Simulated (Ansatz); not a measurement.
`C1[NH][GeH2][SiH2]1`, charge 0, multiplicity 1.

**Question.** Give a relaxed structure at PBE0-D4/def2-TZVP (the Gaussian-basis code of Ansatz). (An estimate is asked.)

**Answer.** Ansatz gave: 
Z-matrix (Å, degrees):
```
C
Si 1 1.911
N 1 1.468 2 98.2
H 1 1.096 2 114.6 3 -119.2
H 1 1.100 2 110.0 3 119.7
Ge 2 2.372 1 76.7 3 -15.8
H 2 1.488 1 116.2 3 -134.5
H 2 1.487 1 114.4 3 97.3
H 3 1.010 1 115.9 2 164.5
H 6 1.541 2 124.9 1 118.9
H 6 1.550 2 119.0 1 -97.3
```
This is one stationary point; other conformers may exist.
